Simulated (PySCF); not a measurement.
SbF: a composite coupled-cluster calculation

State: ³Σ⁻, triplet, unpaired electrons π ↑↑. De refers to Sb + F. ROHF-based CCSD(T) in PySCF 2.14 with Sb cc-pwCVDZ-PP with ECP28, F aug-cc-pVDZ and Sb cc-pwCVTZ-PP with ECP28, F aug-cc-pVTZ (frozen core orbitals: 5; scalar-relativistic core potentials). Correlation energies are extrapolated as n⁻³ (n = 2, 3), Hartree–Fock as (n+1)·exp(−9√n).

| Level | Re (Å) | ωe (cm⁻¹) | ωexe (cm⁻¹) | αe (cm⁻¹) | De (eV) |
| --- | --- | --- | --- | --- | --- |
| CCSD(T)/DZ | 1.9475 | 590.6 | 2.49 | 0.00167 | 3.816 |
| CCSD(T)/TZ | 1.9203 | 607.4 | 2.68 | 0.00179 | 4.047 |
| HF/CBS | 1.8948 | 645.3 | 2.79 | 0.00179 | 2.306 |
| MP2/CBS | 1.9163 | 611.1 | 2.58 | 0.00177 | 4.329 |
| CCSD/CBS | 1.9080 | 623.9 | 2.66 | 0.00178 | 3.932 |
| CCSD(T)/CBS | 1.9159 | 611.4 | 2.68 | 0.00180 | 4.117 |

Problem. How much is left between CCSD(T)/TZ and the basis-set limit, and how much do the triples give at the limit?

Solution. CCSD(T)/CBS less CCSD(T)/TZ: -4.4 mÅ in Re, +4.0 cm⁻¹ in ωe and +0.070 eV in De. CCSD(T)/CBS less CCSD/CBS: +7.9 mÅ in Re, -12.5 cm⁻¹ in ωe and +0.185 eV in De.

The T1 diagnostic is 0.018. The state was picked by a PBE0 search and need not be the measured ground state. Spin–orbit coupling, excitations beyond (T) and corrections to the Born–Oppenheimer picture are left out, and spin–orbit coupling matters for open p, d or f shells this heavy.

The whole job (state search and all basis sets along the bond) took about 44 min on 4 threads of Arm Neoverse V1 (shared host), peak memory 11 GiB.
